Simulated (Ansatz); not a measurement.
Gas-phase electronic energies from Ansatz, PBE0-D4/def2-TZVP geometries. CCSD(T)/CBS is the MP2 limit (def2-TZVPP, def2-QZVPP) plus CCSD(T) − MP2 in def2-TZVPP, frozen cores. This one scheme is used for every species, atoms too. Functionals use def2-TZVPP. B3LYP here is the variant with VWN-RPA as its local correlation; programs differ in this. Open shells (•) are unrestricted, without spin–orbit coupling. Spin–orbit coupling would lower the free atoms: a little for F, O; strongly for Sn. def2 core potentials past Kr. For Sn outer-core shells are correlated without core-valence functions, so the limit isn't a true one: a few kJ/mol of doubt a bond, and 10 to 20 or more in all where bonds break to atoms. One conformer a species, not always the lowest.

Reaction (atomization): `[OH][SnH]([F])[F]` → 2 F• + 2 H• + O• + Sn•

| level | ΔE (kJ/mol) | difference from CCSD(T)/CBS |
| --- | --- | --- |
| r2SCAN-D4 | 1943.6 | -37.0 |
| PBE0-D4 | 1896.4 | -84.2 |
| BHLYP-D4 | 1808.6 | -172.0 |
| B3LYP | 1900.5 | -80.1 |
| r2SCANh | 1907.6 | -73.0 |
| HF/def2-SVP | 1201.1 | -779.5 |
| HF/def2-TZVPP | 1263.4 | -717.2 |
| MP2/def2-TZVPP | 1959.4 | -21.2 |
| CCSD/def2-TZVPP | 1849.2 | -131.4 |
| HF/def2-QZVPP | 1277.1 | -703.5 |
| CCSD(T)/CBS | 1980.6 | 0 |

Largest T1 diagnostic among the species: 0.015.

The D4 term adds +15.5 kJ/mol with B3LYP and +8.0 kJ/mol with PBE0; it sums over pairs of atoms, weighted by their polarisabilities, and B3LYP, whose exchange is more repulsive, gets the larger term. In def2-TZVPP, CCSD(T) changes the Hartree–Fock value by +630.0 kJ/mol (the triples alone add +44.2 kJ/mol) and MP2 by +696.1 kJ/mol; breaking electron pairs costs correlation energy, which Hartree–Fock lacks.

For atomizations the MP2-based limit and the directly extrapolated one differ by several kJ/mol either way, and by 10 to 25 for some Ge, Se and Sn compounds, so smaller differences from it don't rank the levels.
